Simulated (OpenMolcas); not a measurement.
## OpenMolcas run: In-

Input:

```
&GATEWAY
Coord
1

In 0.0 0.0 0.0
Basis=ANO-RCC-VTZP
Group=XYZ
NoMove
AngMom=0.0 0.0 0.0
AMFI
&SEWARD
* reference wave functions (RASSCF and RASSI steps not shown): 4 electrons in 4 orbitals (5s 5p)
>>> COPY JOB001 $Project.JobIph
&CASPT2
Multistate=3 1 2 3
Frozen=8 6
IPEA=0.25
Imaginary=0.1
MaxIter=60
WThr=0.0 0.3 0.05
PrWF=0.5
NoMix
>>> COPY JOB002 $Project.JobIph
&CASPT2
Multistate=6 1 2 3 4 5 6
Frozen=8 6
IPEA=0.25
Imaginary=0.1
MaxIter=60
WThr=0.0 0.3 0.05
PrWF=0.5
NoMix
>>> COPY JOB003 $Project.JobIph
&CASPT2
Multistate=1 1
Frozen=8 6
IPEA=0.25
Imaginary=0.1
MaxIter=60
WThr=0.0 0.3 0.05
PrWF=0.5
NoMix
...
```

Output, cut to the results:

```
--- CASPT2 ---
Orbital specifications:
      -----------------------

      Symmetry species                           1   2
                                                ag  au
      Frozen orbitals                            8   6
      Inactive orbitals                          6   3
      Active orbitals                            1   3
      Secondary orbitals                        21  20
      Deleted orbitals                           0   0
      Number of basis functions                 36  32
Type of calculation                        MS-CASPT2
      Fock operator                              state-specific
      IPEA shift                                 0.25
      Real shift                                 0.00
      Imaginary shift                            0.10
      The input orbitals will be transformed to quasi-canonical
Reference energy:       -5877.0747213102
      E2 (Non-variational):      -0.6945589961
      Shift correction:          -0.0003880970
      E2 (Variational):          -0.6949470931
      Total energy:           -5877.7696684033
      Residual norm:              0.0000003392
      Reference weight:           0.89144
      Contributions to the CASPT2 correlation energy
      Active & Virtual Only:         -0.0314619261
      One Inactive Excited:          -0.0967733757
      Two Inactive Excited:          -0.5663236943
Reference energy:       -5877.0747213102
      E2 (Non-variational):      -0.6945590075
      Shift correction:          -0.0003880973
      E2 (Variational):          -0.6949471047
      Total energy:           -5877.7696684149
      Residual norm:              0.0000003392
      Reference weight:           0.89144
      Contributions to the CASPT2 correlation energy
      Active & Virtual Only:         -0.0314619372
      One Inactive Excited:          -0.0967733759
      Two Inactive Excited:          -0.5663236943
::    CASPT2 Root  1     Total energy:  -5877.76966840
::    CASPT2 Root  2     Total energy:  -5877.76966841
::    CASPT2 Root  3     Total energy:  -5877.76966843
::    MS-CASPT2 Root  1     Total energy:  -5877.76966843
::    MS-CASPT2 Root  2     Total energy:  -5877.76966841
::    MS-CASPT2 Root  3     Total energy:  -5877.76966840
--- CASPT2 ---
Orbital specifications:
      -----------------------

      Symmetry species                           1   2
                                                ag  au
      Frozen orbitals                            8   6
      Inactive orbitals                          6   3
      Active orbitals                            1   3
      Secondary orbitals                        21  20
      Deleted orbitals                           0   0
      Number of basis functions                 36  32
Type of calculation                        MS-CASPT2
      Fock operator                              state-specific
      IPEA shift                                 0.25
      Real shift                                 0.00
      Imaginary shift                            0.10
      The input orbitals will be transformed to quasi-canonical
Reference energy:       -5877.0472829326
      E2 (Non-variational):      -0.7003789174
      Shift correction:          -0.0004763959
      E2 (Variational):          -0.7008553133
      Total energy:           -5877.7481382459
      Residual norm:              0.0000004768
      Reference weight:           0.88572
      Contributions to the CASPT2 correlation energy
      Active & Virtual Only:         -0.0368071521
      One Inactive Excited:          -0.0972700279
      Two Inactive Excited:          -0.5663017374
Reference energy:       -5877.0472829326
      E2 (Non-variational):      -0.7003135388
      Shift correction:          -0.0004748873
      E2 (Variational):          -0.7007884261
      Total energy:           -5877.7480713587
      Residual norm:              0.0000002761
      Reference weight:           0.88580
      Contributions to the CASPT2 correlation energy
      Active & Virtual Only:         -0.0368000009
      One Inactive Excited:          -0.0972118591
      Two Inactive Excited:          -0.5663016788
::    CASPT2 Root  1     Total energy:  -5877.74813825
::    CASPT2 Root  2     Total energy:  -5877.74807136
::    CASPT2 Root  3     Total energy:  -5877.74807136
::    CASPT2 Root  4     Total energy:  -5877.74807137
::    CASPT2 Root  5     Total energy:  -5877.74807136
::    CASPT2 Root  6     Total energy:  -5877.71505566
::    MS-CASPT2 Root  1     Total energy:  -5877.74814971
::    MS-CASPT2 Root  2     Total energy:  -5877.74807405
::    MS-CASPT2 Root  3     Total energy:  -5877.74807137
::    MS-CASPT2 Root  4     Total energy:  -5877.74807134
::    MS-CASPT2 Root  5     Total energy:  -5877.74806861
::    MS-CASPT2 Root  6     Total energy:  -5877.71504428
--- CASPT2 ---
Orbital specifications:
      -----------------------

      Symmetry species                           1   2
                                                ag  au
      Frozen orbitals                            8   6
      Inactive orbitals                          6   3
      Active orbitals                            1   3
      Secondary orbitals                        21  20
      Deleted orbitals                           0   0
      Number of basis functions                 36  32
Type of calculation                        SS-CASPT2
      Fock operator                              state-specific
      IPEA shift                                 0.25
      Real shift                                 0.00
      Imaginary shift                            0.10
      The input orbitals will be transformed to quasi-canonical
Reference energy:       -5877.0012340766
      E2 (Non-variational):      -0.6501206067
      Shift correction:          -0.0002578794
      E2 (Variational):          -0.6503784862
      Total energy:           -5877.6516125627
      Residual norm:              0.0000001659
      Reference weight:           0.90797
...
```

Levels above the lowest, from the spin-orbit matrix with the single-state CASPT2 energies, averaged by term, on its diagonal:

```
Configuration  Term  J  E (cm⁻¹)      g  Term weight %
      5s² 5p²    ³P  0       0.0                    99
      5s² 5p²    ³P  1       669  1.501            100
      5s² 5p²    ³P  2      1563  1.488             97
```

No diffuse functions were added, so excited terms of the anion can stand markedly too high. Only configurations of the active space appear. The first state left out of the spin-orbit step lies near 44000 cm-1 above the lowest spin-free state of the reference (among the parities and spins computed), and the list stops at four fifths of that energy or lower. Levels above the detachment limit are left out.

The term weight is that of the spin-free term in the level, not the purity of its configuration.
